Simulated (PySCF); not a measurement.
A side-by-side comparison of computed properties.

First species: C6H11NO.
Numbering: `[CH2:1]=[CH:2][N:3]([CH3:4])[C:5](=[CH2:6])[O:7][CH3:8]` (hydrogens: H9, H10 on C1; H11 on C2; H12, H13, H14 on C4; H15, H16 on C6; H17, H18, H19 on C8)

Structure used (GFN2-xTB), in Å, numbered top down from 1:
```
atom  x, y, z in Å
C1    -2.9721    0.6027   -0.3154
C2    -1.6641    0.6919   -0.5390
N3    -0.6797   -0.0281    0.1003
C4    -1.0739   -1.0881    0.9988
C5     0.6633    0.2226   -0.1430
C6     1.1490    1.4092   -0.5145
O7     1.4158   -0.9072    0.0595
C8     2.8115   -0.7952   -0.0418
H9    -3.6558    1.1979   -0.8911
H10   -3.4083   -0.0391    0.4269
H11   -1.2921    1.3595   -1.3021
H12   -0.1870   -1.5686    1.4000
H13   -1.6739   -1.8333    0.4707
H14   -1.6644   -0.6780    1.8227
H15    0.5129    2.2683   -0.5871
H16    2.1801    1.5560   -0.7662
H17    3.2071   -1.7692    0.2431
H18    3.1996   -0.0286    0.6362
H19    3.1220   -0.5633   -1.0654
```

Second species: C8H6O2.
Z-matrix (Å and degrees, GFN2-xTB geometry), rows numbered from 1:
```
C 
C   1  1.3321
C   2  1.4514  1  127.10
C   3  1.3605  2  119.33  1  -179.92
C   4  1.4284  3  123.71  2  -179.90
C   5  1.3460  4  122.00  3    -0.06
C   6  1.4554  5  120.90  4    -0.06
O   7  1.2120  6  123.57  5  -179.78
C   3  1.4828  2  121.88  1     0.12
O   9  1.2086  3  124.76  2     0.04
H   1  1.0750  2  122.36  3     0.03
H   1  1.0773  2  120.69  3  -179.95
H   2  1.0851  1  119.16  3   179.97
H   4  1.0819  3  118.97  2     0.08
H   5  1.0809  4  117.57  3   179.92
H   6  1.0796  5  122.34  4   179.97
```

Levels: PBE0/def2-SVPD for dipole moment, HOMO energy, LUMO energy, HOMO–LUMO gap, static isotropic polarisability and electronic spatial extent ⟨r²⟩ about the centre of nuclear charge; TDDFT PBE0/def2-SVPD for lowest singlet excitation; TDA PBE0/def2-SVPD for lowest triplet excitation (Tamm–Dancoff); GFN2-xTB for rotational constant A and rotational constant C. Geometries: GFN2-xTB. All species are isolated and taken at one optimised geometry, non-relativistic unless stated. Electronic properties by PySCF.

The conformers computed, where there is a choice (atom-mapped SMILES and torsion angles):
- `[CH2:1]=[CH:2][N:3]([CH3:4])[C:5](=[CH2:6])[O:7][CH3:8]`: C1–C2–N3–C4 7°, C2–N3–C5–C6 28°, N3–C5–O7–C8 -175°
- `[CH2:1]=[CH:2][C:3]1=[CH:4][CH:5]=[CH:6][C:7](=[O:8])[C:9]1=[O:10]`: C1–C2–C3–C4 180°

Values for the first species:

* Dipole moment: 1.65 D
* HOMO energy: -5.64 eV
* LUMO energy: 0.42 eV
* HOMO–LUMO gap: 6.06 eV
* Lowest singlet excitation: 5.27 eV
* Lowest triplet excitation (Tamm–Dancoff): 3.78 eV
* Static isotropic polarisability: 92.1 au
* Electronic spatial extent ⟨r²⟩ about the centre of nuclear charge: 1171 bohr²
* Rotational constant A: 4.512 GHz
* Rotational constant C: 1.037 GHz

(1) Estimate the same properties for the second species, and the change in each.

Answers

(1) 
| property | first | second | second less first |
| --- | --- | --- | --- |
| dipole moment | 1.65 D | 5.34 D | +3.69 D |
| HOMO energy | -5.64 eV | -7.08 eV | -1.44 eV |
| LUMO energy | 0.42 eV | -3.91 eV | -4.33 eV |
| HOMO–LUMO gap | 6.06 eV | 3.17 eV | -2.89 eV |
| lowest singlet excitation | 5.27 eV | 1.75 eV | -3.52 eV |
| lowest triplet excitation (Tamm–Dancoff) | 3.78 eV | 1.30 eV | -2.48 eV |
| static isotropic polarisability | 92.1 au | 106.9 au | +14.8 au |
| electronic spatial extent ⟨r²⟩ about the centre of nuclear charge | 1171 bohr² | 1362 bohr² | +191 bohr² |
| rotational constant A | 4.512 GHz | 2.314 GHz | -2.198 GHz |
| rotational constant C | 1.037 GHz | 0.808 GHz | -0.229 GHz |

On the first: The vertical singlet–triplet gap S1 − T1 is 1.49 eV (TDDFT singlet less Tamm–Dancoff triplet; S1: HOMO→LUMO, weight 0.61, beside HOMO→LUMO+1, weight 0.33; T1: HOMO→LUMO, weight 0.88). The polarisability is 13.65 Å³ as a volume (1 au = 0.148185 Å³), or 1.49 au for each of the 62 electrons.

On the second: S1 lies 1.42 eV below the HOMO–LUMO gap; its leading configuration is HOMO−1→LUMO, weight 0.98. The dipole equals about 17.8 × 10⁻³⁰ C·m (1 D = 3.33564 × 10⁻³⁰ C·m).
